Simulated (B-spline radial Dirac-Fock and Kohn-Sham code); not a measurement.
**Magnetic form factor of the 4f shell of Re²⁸⁺**

System: the Re²⁸⁺ ion in the configuration 1s2 2s2 2p6 3s2 3p6 3d10 4s2 4p6 4d10 4f1.

These are calculated numbers from a radial atomic solver; the model is Dirac-Fock densities. ⟨j_K⟩ is the integral of the 4f radial density with the spherical Bessel function j_K(4πsr), s = sin θ/λ.

Hund's rules give S = 1/2, L = 3, J = 5/2 for 4f1, so g = 0.857, and the dipole approximation is F = ⟨j0⟩ + C₂⟨j2⟩ with C₂ = (2 − g)/g = 1.333.

```
s (Å⁻¹)    ⟨j0⟩    ⟨j2⟩    ⟨j4⟩    ⟨j6⟩  F (dipole)
      0  1.0000  0.0000  0.0000  0.0000      1.0000
   0.06  0.9945  0.0022  0.0000  0.0000      0.9974
   0.08  0.9902  0.0039  0.0000  0.0000      0.9954
    0.1  0.9847  0.0061  0.0000  0.0000      0.9928
   0.12  0.9781  0.0087  0.0000  0.0000      0.9897
   0.15  0.9660  0.0135  0.0001  0.0000      0.9840
   0.19  0.9459  0.0214  0.0002  0.0000      0.9744
   0.24  0.9151  0.0333  0.0005  0.0000      0.9596
    0.3  0.8705  0.0503  0.0011  0.0000      0.9376
   0.38  0.8002  0.0763  0.0026  0.0001      0.9019
   0.47  0.7104  0.1078  0.0057  0.0002      0.8541
   0.58  0.5926  0.1458  0.0119  0.0006      0.7871
   0.73  0.4327  0.1898  0.0248  0.0020      0.6858
   0.91  0.2634  0.2220  0.0460  0.0058      0.5593
   1.14  0.1053  0.2264  0.0759  0.0149      0.4071
   1.42  0.0010  0.1910  0.1045  0.0315      0.2557
```

Radial moments of the shell: ⟨r²⟩ = 0.2087, ⟨r⁴⟩ = 0.07063, ⟨r⁶⟩ = 0.03543 in powers of bohr.
